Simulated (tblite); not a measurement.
Problem. What does the GFN2-xTB structure of `C=C(C)[C@H](C[O])OC=O` [radical] look like in three dimensions? (Doublet state.)

Solution. 
Z-matrix in Å and degrees, rows numbered from 1:
```
C 
C   1  1.3185
C   2  1.4993  1  125.16
C   2  1.5134  1  119.96  3   178.02
C   4  1.5668  2  109.54  1    35.13
O   5  1.3129  4  114.22  2   -60.16
O   4  1.4318  2  106.82  1   -85.66
C   7  1.3146  4  117.81  2  -179.03
O   8  1.1987  7  126.87  4     1.72
H   1  1.0752  2  124.12  3    -1.36
H   1  1.0943  2  118.45  3   177.47
H   3  1.0895  2  110.28  1  -119.96
H   3  1.0858  2  110.48  1     0.64
H   3  1.0892  2  109.82  1   121.07
H   4  1.0976  2  112.14  1   155.57
H   5  1.1105  4  108.01  2    68.28
H   5  1.1157  4  103.17  2  -178.65
H   8  1.1024  7  108.95  4  -178.90
```

C2 (carbon bonded to 3 C) is planar (angles 125.2°, 120.0° and 114.9°, sum 360.0°, 0.01 Å off the plane of its three neighbours). The C–O distances run from 1.199 Å (C8=O9, drawn double) to 1.432 Å (C4–O7, drawn single), a spread of 0.233 Å. C1 (carbon bonded to C and 2 H) is planar (angles 124.1°, 118.5° and 117.4°, sum 360.0°, 0.01 Å off the plane of its three neighbours). The 4 C–C bonds span 1.319 Å (C1=C2, drawn double) to 1.567 Å (C4–C5, drawn single), a spread of 0.248 Å.

Structure optimised with GFN2-xTB, isolated species. This method treats the open shell by occupation alone, without spin polarisation.

Point group: C1 (no symmetry element, even within 0.4 Å). Its GFN2-xTB frequencies are all real (lowest 44 cm⁻¹). Torsions: C1–C2–C4–C5 35°, C2–C4–C5–O6 -60°, C2–C4–O7–C8 -179°, C4–O7–C8–O9 2°. 3 starts were optimised and ended at 0.00, 2.08 and 2.08 kcal/mol (GFN2-xTB); the lowest of these is shown.

One conformer stands for the species.

These are computed values.
